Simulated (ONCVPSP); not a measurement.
Before and after: ONCV potential for aluminium (Al)

```
Element                 : aluminium
Generator               : ONCVPSP 4.0.1
Type                    : optimised norm-conserving Vanderbilt (ONCV)
Functional              : BLYP
Relativity              : non-relativistic
Frozen core             : [Ne]
Valence charge          : 3
Reference configuration : 3s1 (charge +2)
Partial waves           : 3s: rc 1.80 bohr, ncon 4, nbas 7, qcut 4 1/bohr, 2 projectors, debl 3.5 Ha; p scattering state at 0.05 Ha: rc 1.95 bohr, ncon 3, nbas 8, qcut 4.3 1/bohr, 1 projector; d scattering state at 0.27 Ha: rc 1.50 bohr, ncon 4, nbas 8, qcut 7.3 1/bohr, 2 projectors, debl 3.9 Ha
Local potential         : polynomial inside 1.45 bohr (lpopt 5, dvloc0 0 Ha)
Core correction         : Teter function, fcfact 5.5, rcfact 1.3
```

All-electron outer shells of the reference configuration (BLYP, non-relativistic, ld1.x):

```
shell  level (eV)  outermost node (bohr)  outermost maximum (bohr)
   2p      -90.28                      –                      0.43
   3s      -23.80                   0.79                      1.89
```

Change: core correction Teter function, fcfact 5.5, rcfact 1.6.

Cutoffs: the cutoffs (Ha) at which the residual kinetic energy of the hardest occupied pseudo-wave falls to 1 and 0.1 mHa per electron; they do not see the model core or the augmentation charge, which bear on the density cutoff. Errors are all-electron minus pseudo energies relative to the spin-unpolarised reference configuration.

Task: What does the change do?

Result: The potential gets neither clearly harder nor softer (6.6 Ha and 9.4 Ha → 6.6 Ha and 9.4 Ha); of the 4 tests that both files solve, the error grows in 0 and shrinks in 4 by more than 15 % and 0.3 meV (median size 148.8 → 29.9 meV); neither file shows a bound ghost. That the errors move this way runs against the usual rule that smaller radii transfer better. A model core, the more so a compact one, raises the density cutoff, which this test does not measure.

| quantity | base | changed |
| --- | --- | --- |
| cutoff, loose | 6.6 Ha | 6.6 Ha |
| cutoff, tight | 9.4 Ha | 9.4 Ha |
| bound ghosts | none | none |
| GHOST(+) flags under 300 eV | s at 132.4 eV | s at 132.4 eV |
| error for 3s2 3p1, meV [ΔE -24.82 eV] | +174 | -20 |
| error for 3s2, meV [ΔE -19.18 eV] | +51 | -38 |
| error for 3s2 3p0.5, meV [ΔE -22.80 eV] | +124 | -22 |
| error for 3s1 3p2, meV [ΔE -19.66 eV] | +252 | +87 |
| s: phases at 1.83 bohr within 0.05 rad from the reference energy up to (Ha; the scan ends near 5) | 3.7 | 3.7 |
| p: phases at 1.99 bohr within 0.05 rad from the reference energy up to (Ha; the scan ends near 5) | 1.6 | 1.6 |
| d: phases at 1.53 bohr within 0.05 rad from the reference energy up to (Ha; the scan ends near 5) | to the end of the scan | to the end of the scan |
| rms error of d²Exc/dni dnj with the model core, mHa | 13.33 | 0.79 |

Base: The cutoffs count occupied waves only; projector 1 of the d channel, the hardest unoccupied one, needs 18 Ha at the loose tolerance. Changed file: The cutoffs count occupied waves only; projector 1 of the d channel, the hardest unoccupied one, needs 18 Ha at the loose tolerance.
